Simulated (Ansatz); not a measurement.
Relative stability

Two relaxed structures of CHNSe, closed shell (PBE0-D4/def2-TZVP; forces vanish, vibrations not checked).

A:

```json
{"atom": "N1", "x (Å)": "0.8631", "y (Å)": "-0.0127", "z (Å)": "1.1968"}
{"atom": "C2", "x (Å)": "0.2962", "y (Å)": "-0.2703", "z (Å)": "0.1809"}
{"atom": "Se3", "x (Å)": "-0.5124", "y (Å)": "-0.7902", "z (Å)": "-1.2366"}
{"atom": "H4", "x (Å)": "1.1938", "y (Å)": "0.8207", "z (Å)": "1.6468"}
```

B:

N1  (1.012, -0.276, 1.518)
C2  (0.452, -0.276, 0.509)
Se3  (-0.392, -0.369, -1.113)
H4  (-1.072, 0.920, -0.914)
(Å)

Program: Ansatz 0.2.0. Basis: def2-TZVPP. Cores are frozen in the correlated methods. Filled d shells of the heavier atoms are correlated. The def2 sets are not built for correlating such inner shells, so the correlated values are less sure here. B3LYP uses VWN-RPA correlation.

Problem. Which structure is lower at CCSD(T), and by how much? (Judge from chemistry; the value comes from the calculation.)

Solution. Computed: A, by 17.3 kJ/mol (electronic energy, against the other). By their contacts, A is CHNSe ([NH][C][Se]) and B is CHNSe ([N][C][SeH]).

All methods give the same order:

```tsv
method	E(B) − E(A) (kJ/mol)
PBE-D4	54.9
r2SCAN-D4	55.4
PBE0-D4	45.8
B3LYP-D4	43.0
wB97M-V	26.2
HF	5.5
MP2	26.7
CCSD	8.7
CCSD(T)	17.3
```

The T1 diagnostic stays at or below 0.017.

Labels in which every atom is bracketed show which atoms are joined, not bond orders.

For scale, one of the runs: CCSD(T)/def2-TZVPP, 124 basis functions, launched by `ansatz run in.yaml --threads 2 --pin off --events-out ev --progress --plain --max-ram 4352MiB`. The run took 16 s on 2 CPU threads of an Intel Xeon Platinum 8175M (shared host), with 0.61 GiB of host memory at its peak.
